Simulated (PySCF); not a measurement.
C₆H₇PS.
Atom-mapped SMILES: `[CH:1]#[C:2][P@:3]1(=[S:4])[CH:5]=[CH:6][CH2:7][CH2:8]1`

Structure used (GFN2-xTB), in Å, numbered top down from 1:
```xyz
15
C6H7PS angstrom
C      2.3044   -1.9395    0.8321
C      1.6920   -0.9660    0.4790
P      1.0289    0.5882   -0.0527
S      2.3753    1.9108   -0.4851
C     -0.2462    0.9734    1.1800
C     -1.4490    0.6043    0.7588
C     -1.5422   -0.0963   -0.5632
C     -0.2375    0.1424   -1.3274
H      2.7898   -2.8199    1.1411
H     -0.0253    1.4778    2.1060
H     -2.3539    0.7507    1.3303
H     -1.6875   -1.1646   -0.3759
H     -2.4067    0.2567   -1.1294
H      0.0759   -0.7166   -1.9222
H     -0.3225    1.0065   -1.9933
```

NICS is the negative of the GIAO shielding at a point without a nucleus: at the ring centre (0) and 1 Å above and below it (1); zz is the component along the ring normal. Level: GIAO PBE0/pcSseg-1 (PySCF, non-relativistic, gas phase) on the GFN2-xTB geometry, one conformer.

Ring bond lengths (Å), with Mayer bond orders in brackets: P3–C5 1.815 (0.94), C5–C6 1.327 (1.83), C6–C7 1.499 (1.03), C7–C8 1.531 (1.00), C8–P3 1.851 (0.95).

Problem. What do the NICS probes read (ppm)?

Solution. 
| ring | type | NICS(0) | NICS(1), two faces | NICS(1)zz, two faces | rms pucker (Å) | centre to ring atoms, mean (Å) |
| --- | --- | --- | --- | --- | --- | --- |
| P3–C5–C6–C7–C8 | 5-membered ring with P; formal bonds 1 double, 4 single | -3.0 | -3.9 / -3.4 | -3.0 / -2.9 | 0.10 | 1.35 |

Problem. What can be read from them?

Solution. 
- P3–C5–C6–C7–C8: mean NICS(1)zz -2.9 ppm, near zero. P3, C7, C8 have four or more neighbours; no verdict on aromaticity is drawn.

Problem. At the second NICS(1) probe listed for ring P3–C5–C6–C7–C8, 1 Å off the ring, what do the in-plane components average?

Solution. The isotropic value is a third of the trace: (3 × -3.4 − (-2.9))/2 = -3.6 ppm.

Problem. List the ring angles and the Hirshfeld charges of the ring atoms.

Solution. 
- P3–C5–C6–C7–C8: P3 92.2° (+0.345 e), C5 111.2° (-0.100 e), C6 117.8° (-0.016 e), C7 108.3° (-0.064 e), C8 106.1° (-0.103 e); sum 535.6° against 540° for a flat convex ring.

Problem. How shielded are the nuclei of the rings and their hydrogens (means over atoms taken as equivalent)?

Solution. 
| atoms | environment | σ isotropic (ppm) | principal values of the symmetric part, first atom (ppm) |
| --- | --- | --- | --- |
| P3 | phosphorus bonded to 3 C and S | 294.8 | 167.8, 257.9, 458.7 |
| C5 | alkene CH carbon | 48.3 | -55.4, 66.4, 133.8 |
| C6 | alkene CH carbon | 31.6 | -83.2, 29.6, 148.3 |
| C7 | allylic carbon | 152.0 | 132.5, 152.3, 171.2 |
| C8 | sp3 carbon bound to phosphorus | 144.9 | 117.2, 141.8, 175.9 |
| H10 | vinylic hydrogen | 25.55 | 24.5, 25.2, 27.0 |
| H11 | vinylic hydrogen | 24.93 | 23.5, 24.8, 26.6 |
| H12 | methylene hydrogen | 29.00 | 25.1, 26.9, 35.0 |
| H13 | methylene hydrogen | 29.00 | 24.1, 27.0, 35.9 |
| H14 | methylene hydrogen | 29.17 | 26.2, 27.8, 33.5 |
| H15 | methylene hydrogen | 29.79 | 25.0, 29.5, 34.9 |

The run took 59 s (grids of density and orbitals included) on one thread of an Arm Neoverse N1, no GPU, on a shared host, and the process peaked at 0.89 GiB of memory. This is the whole shielding run at PBE0/pcSseg-1, SCF included.
